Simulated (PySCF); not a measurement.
Computed data sheet: 3,4'-bipyridine, `c1cncc(-c2ccncc2)c1`

3,4'-bipyridine, C10H8N2.
Z-matrix (Å and degrees, GFN2-xTB geometry), rows numbered from 1:
```
C 
C   1  1.3873
N   2  1.3219  1  123.09
C   3  1.3182  2  118.42  1    -0.46
C   4  1.3963  3  123.76  2    -0.26
C   5  1.4671  4  121.36  3  -179.65
C   6  1.3944  5  121.12  4  -139.39
C   7  1.3844  6  118.76  5  -179.95
N   8  1.3220  7  123.56  6     0.03
C   9  1.3221  8  117.82  7    -0.08
C  10  1.3847  9  123.60  8     0.06
C   1  1.3834  2  118.36  3     0.74
H   1  1.0791  2  120.67  3  -179.64
H   2  1.0817  1  121.27  3  -179.96
H   4  1.0826  3  115.56  2   178.58
H   7  1.0795  6  120.68  5     1.26
H   8  1.0823  7  120.89  6  -179.98
H  10  1.0822  9  115.47  8   179.96
H  11  1.0791  6  120.62  5     1.09
H  12  1.0811  1  120.64  2   178.37
```

Some functional groups and rings: pyridine-type ring nitrogen.

GFN2-xTB geometry:

| Item | Value |
| --- | --- |
| Point group of the GFN2-xTB geometry | C1 |
| Rotational constants A, B, C of the GFN2-xTB geometry | 3.023, 0.555, 0.487 GHz |

From PBE0/pcSseg-1 ground state and GIAO shieldings, non-relativistic (PySCF):

| Item | Value |
| --- | --- |
| Dipole moment | 2.35 D |
| HOMO energy | -7.44 eV |
| LUMO energy | -1.60 eV |
| HOMO–LUMO gap | 5.84 eV |
| Lowest Hirshfeld atomic charge | -0.16 e on N3/N9 |
| Highest Hirshfeld atomic charge | +0.06 e on H13/H20 |
| 13C chemical shifts (computed TMS as zero) by class | 156.6 (C8/C10), 156.0 (C2), 154.7 (C4), 152.6 (C6), 141.2 (C5), 141.0 (C12), 128.7 (C1), 127.1 (C7/C11) ppm |
| 1H chemical shifts (computed TMS as zero) by class | 9.18 (H15), 9.12 (H17/H18), 9.09 (H14), 8.07 (H20), 7.59 (H13), 7.53 (H16/H19) ppm |
| Isotropic shieldings of nuclei other than C and H, by class | -95 (N3), -90 (N9) ppm |
| Mayer bond orders between heavy atoms | C1–C2 1.39, C2–N3 1.47, N3–C4 1.49, C4–C5 1.38, C5–C6 1.05, C6–C7 1.39, C7–C8 1.41, C8–N9 1.48, N9–C10 1.48, C10–C11 1.40, C5–C12 1.40, C12–C1 1.44, C11–C6 1.39 |

Monoisotopic mass (most abundant isotopes): 156.0687 u.

A dipole of 2.35 D is allowed in C1, and pure rotational transitions are dipole-allowed. The dipole matches unit charges of opposite sign 0.49 Å apart (1 e·Å = 4.8032 D). The rotational constants make it an asymmetric top with κ = (2B − A − C)/(A − C) = -0.95, nearer the prolate limit (−1). With B = h/(8π²I), that is 505.379 GHz u Å² over I, the principal moments of inertia are 167.2, 910.7 and 1037.8 u Å² (most abundant isotopes).

The structure is a single GFN2-xTB conformer in the gas phase; no vibrational or solvent corrections.
